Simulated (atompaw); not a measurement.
u(r) = r·R(r): atom against pseudo-atom (Ni (Z = 28))

Columns: radius, all-electron u(r) and pseudo u(r) of the 4s shell (level -5.66 eV) of nickel in the configuration [Ne] 3s2 3p6 3d8 4s2 4p0; PBEsol, scalar-relativistic, PAW (atompaw) scheme, atompaw 4.2.0.5.

| r (bohr) | all-electron | pseudo |
| --- | --- | --- |
| 0.050 | -0.0598 | -0.0452 |
| 0.100 | 0.0869 | -0.0891 |
| 0.150 | 0.1635 | -0.1304 |
| 0.200 | 0.1494 | -0.1679 |
| 0.250 | 0.0784 | -0.2006 |
| 0.300 | -0.0146 | -0.2275 |
| 0.350 | -0.1055 | -0.2477 |
| 0.400 | -0.1810 | -0.2608 |
| 0.450 | -0.2349 | -0.2663 |
| 0.500 | -0.2662 | -0.2640 |
| 0.550 | -0.2766 | -0.2540 |
| 0.600 | -0.2689 | -0.2364 |
| 0.650 | -0.2465 | -0.2118 |
| 0.700 | -0.2129 | -0.1809 |
| 0.750 | -0.1711 | -0.1442 |
| 0.800 | -0.1236 | -0.1029 |
| 0.850 | -0.0727 | -0.0578 |
| 0.900 | -0.0199 | -0.0101 |
| 0.950 | 0.0333 | 0.0392 |
| 1.000 | 0.0860 | 0.0891 |
| 1.050 | 0.1372 | 0.1387 |
| 1.100 | 0.1866 | 0.1871 |
| 1.150 | 0.2335 | 0.2336 |
| 1.200 | 0.2779 | 0.2779 |
| 1.250 | 0.3194 | 0.3194 |
| 1.300 | 0.3581 | 0.3581 |

(1) How many radial nodes do the two functions have?

(2) Is the pseudo-wave norm-conserving?

Answers

(1) The all-electron 4s function has n − l − 1 = 3; the pseudo-wave has 1, since 1 lower shell of the same l stays in the valence.

(2) No, it belongs to a PAW set: the norm inside the radius is not constrained, and the difference is carried by the augmentation charge.
